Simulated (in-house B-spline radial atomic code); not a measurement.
# Binding energies in neutral promethium

NIST's tabulated ground configuration is [Xe] 4f5 6s2; each binding energy is the energy of the ion with one electron taken from that subshell, relaxed, less that of the parent. Level of theory: Dirac-Kohn-Sham LDA VWN5, spherical fractional occupations, Fermi nucleus of rms radius 4.962 fm; calculated with an all-electron radial atomic-structure program (B-spline basis). Energies include first-order Breit, QED and recoil terms.

```csv
subshell,X-ray name,binding energy (eV),-ε (eV),relaxation (eV)
1s,K,45196,44930.3,-428.5
2s,L1,7358.6,7303.1,-75.9
2p1/2,L2,6996.2,6919.3,-96.4
2p3/2,L3,6434,6359.8,-87.4
3s,M1,1610.2,1592.0,-22.0
3p1/2,M2,1446.9,1427.0,-23.3
3p3/2,M3,1334.3,1314.5,-21.8
3d3/2,M4,1051.1,1026.5,-25.8
3d5/2,M5,1026.7,1002.1,-25.2
4s,N1,324.3,316.1,-9.0
4p1/2,N2,261.5,253.3,-8.8
4p3/2,N3,236.8,228.6,-8.6
4d3/2,N4,133.2,125.1,-8.2
4d5/2,N5,128.8,120.7,-8.1
5s,O1,47.23,41.93,-5.42
5p1/2,O2,30.04,25.08,-5.03
5p3/2,O3,26.59,21.76,-4.85
4f,"N6,7",9.02,2.35,-6.57
6s,P1,6.06,3.68,-2.39
```

Relaxation = -ε minus the binding energy without Breit, QED and recoil terms. With a density functional, K lines can miss by some tenths of a per cent, more in light atoms. For a density functional the relaxation so defined is negative, because -ε of a Kohn-Sham level is smaller than the binding energy.

Emission lines follow as differences of binding energies, with λ = 12398.42 eV·Å / E:

| line | holes | energy (eV) | wavelength (Å) |
| --- | --- | --- | --- |
| K-L3 | 1s → 2p3/2 | 38762.0 | 0.31986 |
| K-L2 | 1s → 2p1/2 | 38199.8 | 0.32457 |
| K-M3 | 1s → 3p3/2 | 43861.7 | 0.28267 |
| L3-M5 | 2p3/2 → 3d5/2 | 5407.3 | 2.2929 |
| L2-M4 | 2p1/2 → 3d3/2 | 5945.1 | 2.0855 |
| L1-M3 | 2s → 3p3/2 | 6024.3 | 2.0581 |
| L3-M1 | 2p3/2 → 3s | 4823.8 | 2.5703 |
| L2-N4 | 2p1/2 → 4d3/2 | 6863.0 | 1.8066 |

(1) What screening constant σ does Moseley's law, E = (3/4)·13.6057 eV·(Z - σ)², need for K-L3?

Moseley's non-relativistic formula needs a falling, then negative, screening constant for heavy elements, because relativity binds the 1s electron more strongly than the formula allows.

(2) What does it cost to remove both a 3p1/2 and a 6s electron?

(3) What does it cost to remove both a 4p3/2 and a 5s electron?

(4) What does it cost to remove both a 3s and a 4s electron?

Answers

(1) σ = -0.63.

(2) 1459.9 eV, which is 6.883 eV more than the two single binding energies together.

(3) 297.18 eV, which is 13.17 eV more than the two single binding energies together.

(4) 1958.4 eV, which is 23.86 eV more than the two single binding energies together.
